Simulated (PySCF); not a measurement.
PbS: frontier orbitals

PBE0 at R = 2.284 Å; basis Pb def2-TZVPP with ECP60, S def2-TZVPP; scalar-relativistic core potentials; PySCF 2.14. State: triplet, unpaired electrons π ↑↑, a mixture of terms (⟨Lz²⟩ = 2.0), a second solution, started from another occupation. Only the outer orbitals are listed, counted within each symmetry, core potentials removing the inner ones.

```tsv
spin	orbital	occ.	ε (eV)	on Pb (%)	main shells (%)
α	7σ	1	-19.84	21	78 S s, 10 Pb d, 9 Pb s
α	8σ	1	-13.60	72	72 Pb s, 16 S p, 11 S s
α	4π	1	-9.45	9	91 S p
α	4π	1	-8.17	12	87 S p, 10 Pb p
α	9σ	1	-7.94	40	59 S p, 22 Pb p, 16 Pb s
α	5π	1	-4.44	92	92 Pb p
α	5π	0	-2.48	90	90 Pb p, 9 S p
α	10σ	0	0.10	94	88 Pb p, 10 S p
α	6π	0	2.43	98	96 Pb p
β	7σ	1	-18.56	21	78 S s, 11 Pb s
β	8σ	1	-12.76	69	68 Pb s, 17 S p, 13 S s
β	4π	1	-7.78	13	87 S p, 10 Pb p
β	9σ	1	-7.50	41	59 S p, 22 Pb p, 18 Pb s
β	4π	0	-4.83	19	81 S p, 17 Pb p
β	5π	0	-2.15	90	89 Pb p, 9 S p
β	5π	0	-1.31	84	83 Pb p, 15 S p
```

Task: Which are the highest filled and the lowest empty level, where do they sit, and how wide is the gap?

Result: Highest filled α 5π at -4.44 eV (in %: 92 Pb p); lowest empty β 4π at -4.83 eV (in %: 81 S p, 17 Pb p); the gap at PBE0 is -0.39 eV.

```json
{
 "bond order (Mayer)": "1.16",
 "⟨S²⟩": "2.008",
 "charge on Pb (Mulliken, basis-dependent)": "0.28",
 "charge on Pb (Löwdin, basis-dependent)": "-0.08",
 "dipole moment (positive dipole means Pb(−)S(+))": "-1.20 D"
}
```

Spin–orbit coupling is left out, which matters for elements this heavy, above all for dissociation energies. Counting both spins, an empty level lies below a filled one in this solution, because spin and occupation are held.
